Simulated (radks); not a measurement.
Results of a calculation; reference values are marked as such.
Task: These are the eigenvalues of the occupied orbitals of an atom or ion with whole-number occupations (eV). Code: a radial shooting solver on a logarithmic mesh with Libxc functionals. Model: scalar-relativistic Kohn-Sham, PW91, spin-polarised, spherical densities, finite nucleus; Fermi nuclear charge, rms radius of each element as measured or else 0.836 A^(1/3) + 0.57 fm.

| orbital | eigenvalue |
|---|---|
| 1s up | -515.2433 |
| 1s down | -513.9685 |
| 2s up | -25.2588 |
| 2s down | -22.0216 |
| 2p up | -10.3091 |
| 2p down | -7.2571 |

Which element is it, and in what charge state? The configuration may be excited. Open shells, if any, are filled with parallel spins first.

Result: Z = 8, oxygen, charge 0: O in [He] 2s2 2p4. The list shows which subshells hold electrons but not how many an open one holds; the 1s level, -18.935 hartree, gives Z - s = 6.2 by -(Z - s)^2/2, which with screening and relativity narrows Z to a few neighbours, and the depths of the outer levels then fix element, charge and occupations together.
